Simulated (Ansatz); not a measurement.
This geometry of ClGeH3 + H2O2 (9 atoms, charge 0, multiplicity 1) is a first-order saddle point.

All numbers below come from RKS BLYP/def2-SVP in Ansatz.

```xyz
9
Properties=species:S:1:pos:R:3
Ge -0.380 0.895 -0.591
Cl 0.429 -1.232 -2.035
H -1.827 0.464 -0.916
H -0.401 1.717 0.744
H 0.398 1.733 -1.633
H 0.578 -1.314 -0.244
O 0.642 -0.562 0.514
O -0.066 -0.972 1.753
H 0.627 -0.731 2.409
```

Q: Which two structures does it join? (They come from a converged band through this point; their orientation in space is the band's.)

A: Bonds broken: Ge1–Cl2, H6–O7. Bonds formed: Ge1–O7, Cl2–H6. ClGeH3 + H2O2 becomes ClH + GeH4O2.

First end point:

```xyz
9
Properties=species:S:1:pos:R:3
Ge -0.789 0.929 -1.097
Cl -0.489 -1.199 -1.695
H -1.942 1.440 -2.001
H -1.173 0.932 0.398
H 0.531 1.676 -1.399
H 0.920 -1.201 0.211
O 1.385 -0.635 0.875
O 0.464 -0.787 2.025
H 1.093 -1.157 2.682
```

Last end point:

```xyz
9
Properties=species:S:1:pos:R:3
Ge -0.426 1.104 -0.263
Cl 0.627 -2.166 -1.991
H -1.782 0.494 -0.687
H -0.583 2.170 0.851
H 0.435 1.598 -1.450
H 0.732 -1.532 -0.830
O 0.643 -0.254 0.452
O -0.146 -0.790 1.598
H 0.500 -0.624 2.321
```

Q: How far does it lie above each of them?

A: 21.6 kcal/mol above the first and 14.1 kcal/mol above the second. This is the barrier of this one path; another mechanism may lie lower. The orbitals stay closed-shell, which can raise the energy where a bond breaks towards radicals; this wasn't checked here.

The run took 3.7 min on 2 threads of Arm Neoverse V2, with other jobs on the host, peak memory 0.14 GiB.
